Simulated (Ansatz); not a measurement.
Spectroscopic constants of Rb₂, closed-shell singlet (the spin of the measured ground state). No spin–orbit coupling.

The constants come from a fifth-degree fit in 1/R (seven points, main isotopes). Runs in def2 and cc sets follow the lowest solution found near the PBE0 minimum. The singlet is held restricted.

Correlated levels freeze the inner cores; with def2 sets outer-core shells near the valence are correlated too.

Programs: Ansatz (Gaussian orbitals). Each number belongs to the level named beside it. In def2 rows elements past Kr take small-core potentials, without spin–orbit coupling.

### Question
What bond length and harmonic frequency does SVWN5/def2-TZVPP give, and what D_e (from each atom's lowest state at the same level)?

### Answer
r_e = 4.106 Å, ω_e = 59 cm⁻¹, D_e = 0.62 eV.

### Question
What bond length and harmonic frequency does B3LYP/def2-TZVPP give, and what D_e (from each atom's lowest state at the same level)?

### Answer
r_e = 4.258 Å, ω_e = 56 cm⁻¹, D_e = 0.45 eV.

### Question
What bond length and harmonic frequency does CCSD(T)/def2-QZVPP give, and what D_e (from each atom's lowest state at the same level)?

### Answer
r_e = 4.233 Å, ω_e = 57 cm⁻¹, D_e = 0.48 eV.

Measured for the ground state: ω_e 57.31 cm-1, ω_e x_e 0.105 cm-1 [Huber and Herzberg (1979), NIST Chemistry WebBook].

Doubts at one or more of the structures used: a restricted determinant that unrestricted orbitals would lower (CCSD(T)/def2-QZVPP).

Ansatz is a quantum-chemistry and plane-wave program.
